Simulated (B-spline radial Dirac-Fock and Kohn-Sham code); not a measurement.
Core-level shifts of europium with charge state

Level of theory: relaxed Dirac-Fock hole states (ΔSCF) with Breit and QED corrections and a finite nucleus; an atomic code on a B-spline grid. Each ion is free and in its tabulated ground configuration. Electron correlation is not included.

Reference: Eu¹¹⁺, [Kr] 4d10 4f4 5s2, with L1 (2s) 8270.6 eV, L3 (2p3/2) 7189.9 eV, M3 (3p3/2) 1696.9 eV, M4 (3d3/2) 1373.8 eV, N3 (4p3/2) 471.5 eV, Kα1 (K-L3) 41540.8 eV, Kβ1 (K-M3) 47033.8 eV, Lα1 (L3-M5) 5844.2 eV. Shifts from it, in eV (a dash: the subshell is empty, belongs to an open shell averaged over j, or its hole state is left out as unreliable):

```tsv
ion	configuration	L1 (2s)	L3 (2p3/2)	M3 (3p3/2)	M4 (3d3/2)	N3 (4p3/2)	Kα1	Kβ1	Lα1
Eu¹²⁺	[Kr] 4d10 4f3 5s2	?	?	?	?	?	?	?	?
Eu¹³⁺	[Kr] 4d10 4f2 5s2	+70.1	+69.9	+72.1	+71.8	+63.4	-1.90	-4.16	-1.97
Eu¹⁴⁺	[Kr] 4d10 4f2 5s1	+96.1	+96.2	+97.6	+97.5	+87.4	-1.35	-2.76	-1.28
Eu¹⁵⁺	[Kr] 4d10 4f2	+123.0	+123.2	+123.7	+123.8	+111.9	-0.37	-0.86	-0.53
Eu¹⁶⁺	[Kr] 4d10 4f1	+162.5	+162.6	+164.1	+164.0	+146.6	-1.38	-2.88	-1.42
Eu¹⁷⁺	[Kr] 4d10	+203.7	+203.7	+206.1	+205.9	+182.3	-2.48	-4.95	-2.28
```

Task: Give the missing shifts for Eu¹²⁺.

Result: L1 (2s) +34.1, L3 (2p3/2) +34.0, M3 (3p3/2) +35.1, M4 (3d3/2) +35.0, N3 (4p3/2) +31.1, Kα1 -0.91, Kβ1 -2.03, Lα1 -0.98 (eV).

Over this range L1 (2s) moves by +203.7 eV and Kα1 by -2.5 eV: a line is a difference of two levels that shift in the same direction.

Values without a named source are computed, but for edge energies of neutral atoms, which are taken from tables.
